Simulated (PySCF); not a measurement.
HBCl$_{2}$ (SMILES ClBCl), singlet, at a GFN2-xTB geometry; PySCF with PBE0/6-31G, polarisability.

Input for PySCF:
```python
from pyscf import gto, scf, dft
from pyscf.prop import polarizability

mol = gto.M(
    atom='''
B    -0.505009   -0.303719   -0.362575
H    -1.361258   -0.818676   -0.977324
Cl   -0.338157    1.389074   -0.393734
Cl    0.566763   -1.251588    0.557863
''',
    basis='6-31g',
    charge=0,
    spin=0,
    verbose=4,
)

mf = dft.RKS(mol)
mf.xc = 'pbe0'
mf.kernel()
alpha = mf.Polarizability().polarizability()[2, 2]
print('alpha_zz =', alpha)
```

The log (banner, timings and long lists left out):

```
site-packages/pyscf/prop/efg/rhf.py:45: UserWarning: Module EFG is under testing
  warnings.warn('Module EFG is under testing')
site-packages/pyscf/prop/efg/dhf.py:30: UserWarning: Module EFG is under testing
  warnings.warn('Module EFG is under testing')
site-packages/pyscf/prop/zfs/uhf.py:40: UserWarning: Module ZFS is under testing
  warnings.warn('Module ZFS is under testing')
site-packages/pyscf/prop/gtensor/uhf.py:43: UserWarning: Module g-tensor is under testing
  warnings.warn('Module g-tensor is under testing')
site-packages/pyscf/prop/gtensor/uks.py:41: UserWarning: Module g-tensor is under testing
  warnings.warn('Module g-tensor is under testing')
site-packages/pyscf/prop/hfc/uks.py:35: UserWarning: Module HFC is under testing
  warnings.warn('Module HFC is under testing')
site-packages/pyscf/prop/magnetizability/rhf.py:39: UserWarning: Module magnetizability is under testing
  warnings.warn('Module magnetizability is under testing')
site-packages/pyscf/prop/magnetizability/uhf.py:37: UserWarning: Module magnetizability is under testing
  warnings.warn('Module magnetizability is under testing')
site-packages/pyscf/prop/magnetizability/rks.py:37: UserWarning: Module magnetizability is under testing
  warnings.warn('Module magnetizability is under testing')
site-packages/pyscf/prop/magnetizability/uks.py:39: UserWarning: Module magnetizability is under testing
  warnings.warn('Module magnetizability is under testing')
site-packages/pyscf/prop/polarizability/uhf.py:34: UserWarning: Module polarizability is under testing
  warnings.warn('Module polarizability is under testing')
site-packages/pyscf/prop/polarizability/rks.py:29: UserWarning: Module polarizability is under testing
  warnings.warn('Module polarizability is under testing')
site-packages/pyscf/prop/polarizability/uks.py:29: UserWarning: Module polarizability is under testing
  warnings.warn('Module polarizability is under testing')
PySCF version 2.14.0

[INPUT] verbose = 4
[INPUT] num. atoms = 4
[INPUT] num. electrons = 40
[INPUT] charge = 0
[INPUT] spin (= nelec alpha-beta = 2S) = 0
[INPUT] symmetry False subgroup None
[INPUT] Mole.unit = angstrom
[INPUT] Symbol           X                Y                Z      unit          X                Y                Z       unit  Magmom
[...]
nuclear repulsion = 114.179757494777
number of shells = 21
number of NR pGTOs = 118
number of NR cGTOs = 37
basis = 6-31g
ecp = {}

******** <class 'pyscf.dft.rks.RKS'> ********
method = RKS
initial guess = minao
damping factor = 0
level_shift factor = 0
DIIS = <class 'pyscf.scf.diis.CDIIS'>
diis_start_cycle = 1
diis_space = 8
diis_damp = 0
SCF conv_tol = 1e-09
SCF conv_tol_grad = None
SCF max_cycles = 50
direct_scf = True
direct_scf_tol = 1e-13
XC library pyscf.dft.libxc version 7.1.2
    S. Lehtola, C. Steigemann, M. J. T. Oliveira, and M. A. L. Marques,  SoftwareX 7, 1–5 (2018)
XC functionals = pbe0
    C. Adamo and V. Barone,  J. Chem. Phys. 110, 6158 (1999)
    M. Ernzerhof and G. E. Scuseria,  J. Chem. Phys. 110, 5029 (1999)
radial grids:
    Treutler-Ahlrichs [JCP 102, 346 (1995); DOI:10.1063/1.469408] (M4) radial grids

becke partition: Becke, JCP 88, 2547 (1988); DOI:10.1063/1.454033
pruning grids: <function nwchem_prune>
grids dens level: 3
symmetrized grids: False
atomic radii adjust function: <function treutler_atomic_radii_adjust>
small_rho_cutoff = 0
Set gradient conv threshold to 3.16228e-05
Initial guess from minao.
tot grids = 61616
init E= -945.84846264683
[...]
cycle= 1 E= -945.471255236708  delta_E= 0.377  |g|= 0.252  |ddm|= 2.11
[...]
cycle= 2 E= -945.461796724154  delta_E= 0.00946  |g|= 0.323  |ddm|= 0.91
[...]
cycle= 3 E= -945.494499438797  delta_E= -0.0327  |g|= 0.00567  |ddm|= 0.465
[...]
cycle= 4 E= -945.494511342083  delta_E= -1.19e-05  |g|= 0.00218  |ddm|= 0.0148
[...]
cycle= 5 E= -945.494513031812  delta_E= -1.69e-06  |g|= 0.000368  |ddm|= 0.0048
[...]
cycle= 6 E= -945.494513080734  delta_E= -4.89e-08  |g|= 3.14e-05  |ddm|= 0.000789
[...]
cycle= 7 E= -945.494513081167  delta_E= -4.32e-10  |g|= 2.95e-06  |ddm|= 8.36e-05
[...]
Extra cycle  E= -945.49451308117  delta_E= -2.96e-12  |g|= 2.62e-06  |ddm|= 1.55e-05
converged SCF energy = -945.49451308117
Isotropic polarizability 27.2851805487
Polarizability anisotropy 19.6364163799
alpha_zz = 19.43839608895896
```
